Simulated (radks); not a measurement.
Values are calculated unless marked as measured or tabulated.
Task: These are the eigenvalues of the occupied orbitals of an atom or ion with whole-number occupations (eV). Code: a radial shooting solver on a logarithmic mesh with Libxc functionals. Model: scalar-relativistic Kohn-Sham, PBE, spin-polarised, spherical densities, point nucleus.

| orbital | eigenvalue |
|---|---|
| 1s up | -4876.033 |
| 1s down | -4876.010 |
| 2s up | -544.2301 |
| 2s down | -543.6490 |
| 2p up | -451.5013 |
| 2p down | -451.0466 |
| 3s up | -70.6174 |
| 3s down | -68.7036 |
| 3p up | -46.8601 |
| 3p down | -44.9291 |
| 3d up | -12.1072 |
| 4s up | -10.9401 |

Which element is it, and in what charge state? The configuration may be excited. Open shells, if any, are filled with parallel spins first.

Result: Z = 22, titanium, charge +1: Ti+ in [Ar] 3d2 4s1. The list shows which subshells hold electrons but not how many an open one holds; the 1s level, -179.19 hartree, gives Z - s = 18.9 by -(Z - s)^2/2, which with screening and relativity narrows Z to a few neighbours, and the depths of the outer levels then fix element, charge and occupations together.
